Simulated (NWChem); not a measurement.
System: GaCl2F; SMILES [F][Ga]([Cl])[Cl]

Input file for NWChem:

```
start job
memory heap 200 mb stack 900 mb global 1100 mb
geometry units angstroms noautoz
  Ga     0.000000     0.000000     0.261702
  F      0.000000     0.000000     1.997480
  Cl    -1.859060     0.000000    -0.744637
  Cl     1.859060     0.000000    -0.744637
end
basis spherical
  Ga library 6-31g*
  F library 6-31g*
  Cl library 6-31g*
end
dft
  xc n12
  iterations 150
  mulliken
end
task dft energy
```

Coordinates come from a PBE0/def2-SVP optimisation.

Give the results of this calculation. (N12/6-31G* (spherical d).) Quantities: energy (Ha); highest occupied level (eV); orbital gap (eV); dipole (D).

energy (Ha): -2945.83
highest occupied level (eV): -8.09
orbital gap (eV): 4.99
dipole (D): 0.65
